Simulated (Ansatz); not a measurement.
Calculated with Ansatz (gas phase, PBE0-D4/def2-TZVP geometries, no zero-point term in ΔE). CBS: MP2 limit from def2 TZ/QZ plus the TZ coupled-cluster correction, frozen cores. This one scheme is used for every species. Functionals use def2-TZVPP. B3LYP here is the variant with VWN-RPA as its local correlation; programs differ in this. Each species was taken in one conformer, which may not be the lowest.

`CO[Si](F)(C#N)OC` + `OBO` → `N#COBO` + `CO[SiH](F)OC`  (substitution at a C–Si bond)

```tsv
level	ΔE (kJ/mol)	difference from CCSD(T)/CBS
PBE-D4	124.4	-22.2
r2SCAN-D4	131.8	-14.8
PBE0-D4	128.7	-17.9
B3LYP-D4	132.1	-14.5
ωB97X-V	132.4	-14.2
ωB97M-V	139.5	-7.1
B2PLYP	135.8	-10.8
PBE	121.1	-25.5
r2SCAN	130.7	-15.9
PBE0	125.6	-21.0
B3LYP	127.0	-19.6
HF/def2-TZVPP	132.6	-14.0
MP2/def2-TZVPP	148.4	1.8
SCS-MP2/def2-TZVPP	145.0	-1.6
CCSD/def2-TZVPP	143.4	-3.2
CCSD(T)/def2-TZVPP	143.9	-2.7
HF/def2-QZVPP	132.6	-14.0
MP2/def2-QZVPP	149.9	3.3
SCS-MP2/def2-QZVPP	146.9	0.3
HF/CBS(def2)	132.6	-14.0
MP2/CBS(def2)	151.1	4.5
CCSD/CBS(def2)	146.2	-0.4
CCSD(T)/CBS	146.6	0
```

Largest T1 diagnostic among the species: 0.015.

In def2-TZVPP, CCSD(T) changes the Hartree–Fock value by +11.3 kJ/mol (the triples alone add +0.4 kJ/mol) and MP2 by +15.8 kJ/mol. From PBE to PBE0 (25 % exact exchange), in def2-TZVPP and without D4, ΔE moves by +4.5 kJ/mol.
